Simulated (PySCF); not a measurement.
Estimate the missing entries of this data sheet.

Compound: C4H9AsBN.
Structure used (PBE0-D3(BJ)/def2-SVP), in Å, numbered top down from 1:
```
atom  x, y, z in Å
C1     2.6593    0.8516    1.0951
C2     1.7637    0.6416    0.3084
C3     0.6810    0.3840   -0.6416
N4    -0.4130   -0.3895   -0.0810
C5    -0.0917   -1.7877    0.1183
B6    -1.6376    0.1656    0.2916
As7   -2.0998    2.1277   -0.0174
H8     3.4530    1.0464    1.7928
H9     0.2963    1.3433   -1.0218
H10    1.0954   -0.1479   -1.5178
H11    0.1736   -2.2708   -0.8384
H12   -0.9560   -2.3076    0.5479
H13    0.7657   -1.9006    0.8033
H14   -2.4888   -0.5763    0.7240
H15   -0.9026    2.7112    0.7233
H16   -3.0257    2.2365    1.1827
```

```csv
property,level,value
point group,PBE0-D3(BJ)/def2-SVP,?
"rotational constants A, B, C",PBE0-D3(BJ)/def2-SVP,?
dipole moment,wB97X-D/def2-SVPD,2.29 D
HOMO energy,wB97X-D/def2-SVPD,?
LUMO energy,wB97X-D/def2-SVPD,1.43 eV
lowest singlet excitation,TDDFT wB97X-D/def2-SVPD,?
strongest line among the 6 lowest singlet transitions,TDDFT wB97X-D/def2-SVPD,?
static isotropic polarisability,wB97X-D/def2-SVPD,103.0 au
electronic spatial extent ⟨r²⟩ about the centre of nuclear charge,wB97X-D/def2-SVPD,?
```

Gas-phase values; electronic properties from PySCF, density fitting. Geometry: PBE0-D3(BJ)/def2-SVP, one conformer, isolated molecule. The calculation is non-relativistic and has no spin–orbit coupling, an omission that weighs most on arsenic.

Q: What is the strongest line among the 6 lowest singlet transitions?

A: S4 at 6.61 eV (188 nm, f = 0.155).

Q: What is the lowest singlet excitation?

A: 5.59 eV (222 nm, f = 0.060).

Q: The HOMO energy?

A: -8.64 eV.

Q: Give the rotational constants A, B, C.

A: 2.696, 0.898, 0.722 GHz.

Q: What is the electronic spatial extent ⟨r²⟩ about the centre of nuclear charge?

A: 1506 bohr².

Q: What is the point group?

A: C1.

No computed singlet falls in the visible range (750 to 380 nm, 1.65 to 3.26 eV); S1 lies 2.33 eV above its blue end. The 6 singlets span 5.59 to 6.86 eV, and their oscillator strengths add up to 0.49. The rotational constants make it an asymmetric top with κ = (2B − A − C)/(A − C) = -0.82, nearer the prolate limit (−1). The principal polarisabilities are 84.4, 102.1 and 122.6 au; their mean is the isotropic value.

For the geometry optimisation (PBE0-D3(BJ)/def2-SVP), cost: about 2 min of CPU time on one thread; the machine was shared, so the figure is rough.
